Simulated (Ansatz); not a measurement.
Pulling on the Ge1–H3 bond in GeH3I (SMILES [GeH3][I]) (multiplicity 1 held, fragments rigid). Energies count from the point at 1.533 Å.
Geometry at that point (charge 0, multiplicity 1):
```json
[
 {"atom": "Ge", "x (Å)": "-1.5135", "y (Å)": "-0.0284", "z (Å)": "0.0000"},
 {"atom": "I", "x (Å)": "1.0256", "y (Å)": "0.0192", "z (Å)": "0.0000"},
 {"atom": "H", "x (Å)": "-1.9518", "y (Å)": "-1.2672", "z (Å)": "-0.7897"},
 {"atom": "H", "x (Å)": "-1.9736", "y (Å)": "-0.1057", "z (Å)": "1.4603"},
 {"atom": "H", "x (Å)": "-1.9992", "y (Å)": "1.2618", "z (Å)": "-0.6708"}
]
```

U- levels take the lowest unrestricted solution at each point, which mixes spins at long bonds. Active spaces are followed from a long bond inwards. Curves can end on different states.

Cores are frozen in the correlated methods. Filled d and f shells under p-block atoms count as core.

Run with Ansatz (a program for electronic structure) with Gaussian orbitals.  In def2 rows elements past Kr take small-core potentials, without spin–orbit coupling.

Q: Predict the energy at R = 4.906 Å from CASSCF(2,2)/def2-TZVPP.

A: 3.37 eV

Q: Predict the energy at R = 4.906 Å from U-r2SCAN/def2-TZVPP.

A: 3.60 eV

Q: Give the energy at R = 4.906 Å at the level FIC-NEVPT4(SD) on CASSCF(2,2)/def2-TZVPP.

A: 3.71 eV

Doubts at one or more of the structures used: a spin-contaminated determinant (U-r2SCAN/def2-TZVPP).
